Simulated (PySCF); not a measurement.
## Electron correlation in F (fluorine, neutral)

[He] 2s2 2p5, 2P determinant. All numbers are calculated (PySCF 2.14, the spin-free X2C one-electron Hamiltonian (Gaussian nucleus), in x2c-QZVPPall with one added diffuse shell each of s, p, d, f type (8s5p4d3f1g, 73 functions)). Frozen: 1s2; 7 electrons correlated.

| level | correlation energy (mhartree) |
| --- | --- |
| CCSD | -231.63 |
| (T) | -4.83 |
| CCSD(T) | -236.46 |

Diagnostics: T1 = 0.0071, D1 = 0.0121, largest double amplitude 0.022.

Cost of the coupled-cluster step: about 7 core-seconds, for 7 correlated electrons.

Iterations:

```
CC2 = 0
CCSD nocc = (np.int64(4), np.int64(3)), nmo = (72, 72)
frozen orbitals [[0], [0]]
max_cycle = 100
direct = 0
conv_tol = 1e-08
conv_tol_normt = 1e-06
diis_space = 8
diis_start_cycle = 0
Init t2, MP2 energy = -0.221297305838411
Init E_corr(UCCSD) = -0.221297305842749
cycle = 1  E_corr(UCCSD) = -0.228181425248081  dE = -0.00688411941  norm(t1,t2) = 0.0287082
cycle = 2  E_corr(UCCSD) = -0.230819648103961  dE = -0.00263822286  norm(t1,t2) = 0.00828928
cycle = 3  E_corr(UCCSD) = -0.231340154634896  dE = -0.000520506531  norm(t1,t2) = 0.00425002
cycle = 4  E_corr(UCCSD) = -0.231651571385849  dE = -0.000311416751  norm(t1,t2) = 0.0018209
cycle = 5  E_corr(UCCSD) = -0.231621461168039  dE = 3.01102178e-05  norm(t1,t2) = 0.000680828
cycle = 6  E_corr(UCCSD) = -0.23161925327914  dE = 2.2078889e-06  norm(t1,t2) = 0.000172762
cycle = 7  E_corr(UCCSD) = -0.231625270549789  dE = -6.01727065e-06  norm(t1,t2) = 5.97483e-05
cycle = 8  E_corr(UCCSD) = -0.231625631785871  dE = -3.61236082e-07  norm(t1,t2) = 1.54091e-05
cycle = 9  E_corr(UCCSD) = -0.231625056169544  dE = 5.75616327e-07  norm(t1,t2) = 5.49471e-06
cycle = 10  E_corr(UCCSD) = -0.23162503757847  dE = 1.85910739e-08  norm(t1,t2) = 1.5317e-06
cycle = 11  E_corr(UCCSD) = -0.231625080489998  dE = -4.29115276e-08  norm(t1,t2) = 4.27302e-07
cycle = 12  E_corr(UCCSD) = -0.231625084124929  dE = -3.63493158e-09  norm(t1,t2) = 8.36672e-08
UCCSD converged
E(UCCSD) = -99.73481759296372  E_corr = -0.2316250841249291
UCCSD(T) correction = -0.00482985598321401
```
